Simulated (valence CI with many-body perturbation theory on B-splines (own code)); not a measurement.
Results of a calculation; reference values are marked as such.
Hyperfine factors and g values of Eu³²⁺

Method: configuration interaction combined with many-body perturbation theory (CI+MBPT): three valence electrons over a frozen Dirac-Fock core [Ar] 3d10, a basis of 11 s, 11 p, 9 d, 7 f, 5 g, 2 h, 1 i functions for each j, with the one-electron correlation potential Σ1 (screened to all orders), the two-electron term Σ2, the three-electron term Σ3, Breit, model QED; selected single and double excitations, second order for the rest (own B-spline code, finite nucleus).

No measured spectrum was set against this ion. As an estimate, large intervals hold to a few tenths of a per cent, small ones and those within an open d or f shell to about a per cent.

A/g_I is the dipole constant over the nuclear g factor μ/I (μ in nuclear magnetons, uniformly magnetised nucleus), B/Q the quadrupole constant per barn. Both hold the static response of the core; the bare values leave it out. Large factors of s and p1/2 electrons are usually good to 5 to 10 %; those of open d and f shells near neutrality can be off by tens of per cent, and small factors of p3/2, d and f electrons come from cancelling terms and can be off by a factor of two or in sign, in half-filled shells by more. B is blank for J = 1/2, where it vanishes, and for nearly pure S terms. Energies count from the lowest level.

Levels are named by their leading jj configuration (3d3/2^4 stands for four electrons in 3d with j = 3/2), which in mixed levels can hold well under half, so a name can repeat and another be missing. Letters in brackets count levels of one name in rising energy.

```
                     Level  E (cm⁻¹)      g  A/g_I (MHz)  A/g_I bare  B/Q (MHz/b)  B/Q bare
        (4s^2 4p1/2) J=1/2         0  0.662       219000      211000                       
        (4s^2 4p3/2) J=3/2    331880  1.331        30800       29400        59200     56800
        (4s 4p1/2^2) J=1/2    563400  2.323       650000      625000                       
(4s 4p1/2 4p3/2) J=3/2 [a]    821550  1.679       171000      164000        48000     46100
    (4s 4p1/2 4p3/2) J=5/2    871480  1.390       199000      191000        27400     26300
(4s 4p1/2 4p3/2) J=3/2 [b]    946130  0.941        -2290       -2140        48900     47000
    (4s 4p1/2 4p3/2) J=1/2    971210  1.182      -179000     -172000                       
        (4s 4p3/2^2) J=5/2   1177000  1.400       157000      151000        24500     23500
        (4s^2 4d3/2) J=3/2   1283100  1.062       -40500      -38700       -20700    -19800
        (4s 4p3/2^2) J=1/2   1303600  1.823       692000      665000                       
        (4s 4p3/2^2) J=3/2   1357300  0.974       -44900      -43000         4890      4730
        (4s^2 4d5/2) J=5/2   1397000  1.203        20200       19800        19700     19100
     (4p1/2^2 4p3/2) J=3/2   1523600  1.335        26000       25400        54000     51900
(4s 4p1/2 4d3/2) J=3/2 [a]   1755300  0.565       -60400      -57900        11200     10900
    (4s 4p1/2 4d3/2) J=5/2   1777700  1.109       146000      140000       -10400     -9900
     (4p1/2 4p3/2^2) J=3/2   1804100  1.351       -13400      -12500        -93.0     -79.4
     (4p1/2 4p3/2^2) J=5/2   1829600  1.124        52500       50800         2430      2390
    (4s 4p1/2 4d3/2) J=1/2   1876600  0.367      -260000     -249000                       
(4s 4p1/2 4d3/2) J=3/2 [b]   1878700  1.337       105000      101000         8240      7930
(4s 4p1/2 4d5/2) J=5/2 [a]   1889600  1.433       110000      106000        14100     13600
     (4p1/2 4p3/2^2) J=1/2   1894000  0.657       201000      193000                       
    (4s 4p1/2 4d5/2) J=7/2   1896400  1.256       128000      124000        -1070      -863
(4s 4p1/2 4d5/2) J=5/2 [b]   1974200  0.959        11700       11600        32900     31800
    (4s 4p1/2 4d5/2) J=3/2   2004200  1.030       -68500      -65500        14900     14500
(4s 4p3/2 4d3/2) J=3/2 [a]   2134000  1.304       109000      105000       -21400    -20600
(4s 4p3/2 4d3/2) J=5/2 [a]   2143000  1.274       110000      106000        11700     11200
(4s 4p3/2 4d3/2) J=1/2 [a]   2143900  2.353       369000      355000                       
    (4s 4p3/2 4d5/2) J=9/2   2145300  1.331        92000       88800        72200     69400
    (4s 4p3/2 4d3/2) J=7/2   2153500  1.319       106000      102000        33900     32600
(4s 4p3/2 4d3/2) J=3/2 [b]   2162300  1.420        16700       16700       -32200    -31000
(4s 4p3/2 4d3/2) J=3/2 [c]   2218700  0.971       -27900      -26500       -31400    -30100
(4s 4p3/2 4d5/2) J=5/2 [a]   2220000  1.336       140000      135000       -30200    -28900
(4s 4p3/2 4d3/2) J=5/2 [b]   2251200  0.906       -30200      -28800        38300     36900
(4s 4p3/2 4d5/2) J=7/2 [a]   2273900  1.161        27000       26200        65900     63500
(4s 4p3/2 4d5/2) J=7/2 [b]   2279200  1.201        32700       31900        28000     27000
(4s 4p3/2 4d3/2) J=1/2 [b]   2290800  0.599        24500       24100                       
    (4s 4p3/2 4d5/2) J=1/2   2343600  0.674      -149000     -143000                       
(4s 4p3/2 4d5/2) J=3/2 [a]   2367000  1.307       149000      144000        17800     17200
(4s 4p3/2 4d5/2) J=5/2 [b]   2372000  1.138       -47000      -44700       -25200    -24200
(4s 4p3/2 4d5/2) J=3/2 [b]   2379600  1.087        17400       17000       -47200    -45300
```

Q: Take the isotope of mass number 151, with I = 5/2, μ = 3.4635 μN and Q = 0.903 b. What is the hyperfine structure of (4s 4p1/2 4p3/2) J=1/2?

A: From the table A = -249000 MHz. Shifts from the centre of gravity in MHz: F = 2: 436000, F = 3: -311000.
